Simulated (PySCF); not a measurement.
**How methods differ on the ionisation energy of N⁺**

N⁺ [He] 2s2 2p2 (3P) → N²⁺ [He] 2s2 2p1 (2P), as a difference of total energies. Calculation: PySCF 2.14, in def2-TZVPPD; no relativity, point nucleus. Correlated levels: valence: 1s2 frozen. The calculations carry no spin-orbit coupling.

```tsv
method	ionisation energy (eV)	difference from reference (eV)
UHF	29.210	-0.391
MP2 (valence)	29.618	+0.017
SCS-MP2 (valence)	29.485	-0.116
CCSD (valence)	29.463	-0.138
CCSD(T) (valence)	29.479	-0.122
CCSDT (valence)	29.481	-0.120
```

Reference: 29.601 eV (semi-empirical (NIST evaluation); NIST Atomic Spectra Database, ionization energies).

Errors of the correlated levels include the incompleteness of this basis and the frozen core.
